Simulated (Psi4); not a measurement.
C6H14, charge -1, doublet, at the geometry of the source list (a state made from the parent by changing its charge; the spin is typed, not shown lowest) (a gas-phase anion, which may not be bound at this level). Base run: Psi4 with CCSD/STO-3G.

Input for Psi4:
```
memory 2 GB

molecule mol {
-1 2
  C     2.833400    0.850300   -0.342400
  C     1.828800    0.001100    0.425600
  C     0.444400    0.031600   -0.217600
  C    -0.560100   -0.817000    0.558100
  C    -1.933300   -0.902400   -0.108400
  C    -2.666400    0.432100   -0.158600
  H     2.936200    0.490800   -1.364100
  H     2.509500    1.888300   -0.377900
  H     3.810900    0.813300    0.133200
  H     2.184400   -1.031300    0.468100
  H     1.755600    0.366400    1.452900
  H     0.098600    1.065800   -0.261400
  H     0.515500   -0.340400   -1.242900
  H    -0.674200   -0.409200    1.565700
  H    -0.158800   -1.829300    0.657100
  H    -1.817300   -1.290700   -1.123400
  H    -2.543100   -1.617700    0.449600
  H    -2.746700    0.860900    0.838000
  H    -3.670900    0.296200   -0.553900
  H    -2.146600    1.141200   -0.797500
}

set basis sto-3g
set reference uhf

energy('ccsd')
print_variables()
```

Each row names what was changed in the base input (with any setting that the change needs).

| change | ΔE vs base (mEh) | MP2 correlation (Eh) | CC correlation without the perturbative part (Eh) | basis functions | core-seconds (rough) | outcome |
|---|---|---|---|---|---|---|
| base | 0.000 | -0.32525 | -0.42534 | 44 | 20 | converged |
| method = mp2 | 99.414 | -0.32519 | - | 44 | 5 | converged |
| freeze_core = on | 2.635 | -0.32229 | -0.42271 | 44 | 20 | converged |
| puream = on | 0.000 | -0.32525 | -0.42534 | 44 | 30 | converged |
| method = cisd | - | - | - | - | - | input refused |
| method = lccd | -5.027 | -0.32525 | - | 44 | 10 | converged |
| scf_type = pk; mp2_type = conv | 0.000 | -0.32525 | -0.42534 | 44 | 30 | converged |
| method = ccsd(t) | -4.895 | -0.32525 | -0.42534 | 44 | 50 | converged |
| puream = off | 0.000 | -0.32525 | -0.42534 | 44 | 30 | converged |
| method = scs-mp2 | 70.861 | -0.32525 | - | 44 | 5 | converged |

Open shells are given as the SCF converged; they aren't shown to be the lowest states, and a large step between rows can be another state.

A gas-phase anion may not be bound at this level; its values then depend on the basis.

- method = cisd: ended with `psi4.driver.p4util.exceptions.MissingMethodError: Method=cisd is not available for any derivative level under conditions CI_TYPE=CONV, REFERENCE=UHF, FREEZE_CORE=FALSE, QC_MODULE=(auto). See https://psicode.org/psi4manual/master/introduction.html#ss-cisd. Or d`
